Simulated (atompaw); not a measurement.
**What one change does to a pseudopotential (Ir (Z = 77), PAW (atompaw))**

- Element: iridium
- Generator: atompaw 4.2.0.5
- Type: PAW
- Functional: PBE
- Relativity: scalar-relativistic
- Frozen core: [Kr] 4d10 4f14
- Valence charge: 17
- Reference configuration: 5s2 5p6 5d7 6s1.75 6p0 (charge +0.25)
- Partial waves: 5s (bound): rc 1.35 bohr; 6s (bound): rc 1.55 bohr; 5p (bound): rc 1.40 bohr; 6p (bound, empty): rc 2.05 bohr; 5d (bound): rc 2.05 bohr; 5d channel at 4.15 Ry: rc 1.35 bohr
- Local potential: ultrasoft scheme with l = 3 at -0.5 Ry, radius 1.60 bohr
- Core correction: smooth core density matched at 1.40 bohr
- Augmentation charge: sinc compensation charge, radius 1.85 bohr; PAW radius 2.05 bohr; waves and projectors: modrrkj vanderbiltortho

Change: augmentation sinc compensation charge, radius 1.85 bohr; PAW radius 2.05 bohr; waves and projectors: custom polynom2 7 10 vanderbiltortho.

Cutoffs: the cutoffs (Ry, on a coarse ladder) from which the occupation-weighted sum of valence levels, in a spherical-Bessel basis at the reference potential, stays within 10 and 1 mRy of its value at 400 Ry; they do not see the model core or the augmentation charge, which bear on the density cutoff.

What does the change do?

The potential gets harder (35 Ry and 60 Ry → 55 Ry and 230 Ry); the range in which the d phases agree widens (upper end -0.6 → at the end of the scan); neither file shows a bound ghost.

| quantity | base | changed |
| --- | --- | --- |
| cutoff, loose | 35 Ry | 55 Ry |
| cutoff, tight | 60 Ry | 230 Ry |
| loose cutoff by channel (10 mRy a level) | s 18 Ry, p 30 Ry, d 18 Ry | s 18 Ry, p 25 Ry, d 18 Ry |
| bound ghosts | none | none |
| s: phases at 2.06 bohr within 0.05 rad from the reference energy up to (Ry; the scan ends near 5) | to the end of the scan | to the end of the scan |
| p: phases at 2.06 bohr within 0.05 rad from the reference energy up to (Ry; the scan ends near 5) | to the end of the scan | to the end of the scan |
| d: phases at 2.06 bohr within 0.05 rad from the reference energy up to (Ry; the scan ends near 5) | -0.6 | to the end of the scan |
| lowest overlap eigenvalue by channel | s 0.28, p 0.65, d 0.36 | s 0.54, p 0.68, d 1.00 |

 The cutoffs see the waves, projectors and local potential, not the compensation charge or the core.
